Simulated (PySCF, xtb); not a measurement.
C4H6OSi, SMILES c1oc(cc1)[SiH3].

GFN2-xTB (xtb) at its own geometry gives an orbital gap of 4.26 eV and a dipole moment of 0.26 D.

Geometry optimised at ωB97X-D3(BJ)/def2-SVP.

Task: What does PBE/def2-TZVP (PySCF) give? (An estimate is asked for; the answer gives what the named calculation found.)

Result: gap 4.53 eV (levels -5.77 and -1.24 eV), dipole 1.01 D.
